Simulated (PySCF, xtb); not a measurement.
C₂H₅O, SMILES [CH2]CO, multiplicity 2.

Geometry: B3LYP-D3(BJ)/def2-TZVP. The isomer is the one that the SMILES or the coordinates give; other isomers of the formula were not compared. One conformer was computed; it need not be the lowest.

Level of theory: IEF-PCM-M06-2X/def2-SVP (PySCF 2.14.0).

The values are the electrostatic part of the solvation free energy, E(continuum) − E(gas) at the gas-phase geometry, in a cavity of scaled van der Waals radii (PySCF's table); cavitation and dispersion terms are not included. The dipole moment in vacuum is 1.64 D.

Computed values in water (ε = 78.36), toluene (ε = 2.37), cyclohexanone (ε = 15.62):
```tsv
solvent	ε	ΔG(elec) (kcal/mol)	dipole (D)
water	78.36	-4.3	1.96
toluene	2.37	-2.0	1.78
cyclohexanone	15.62	-3.9	1.93
```

For comparison, GFN2-xTB/ALPB(water) (xtb, at the GFN2-xTB geometry, all terms of that model) gives -4.1 kcal/mol.
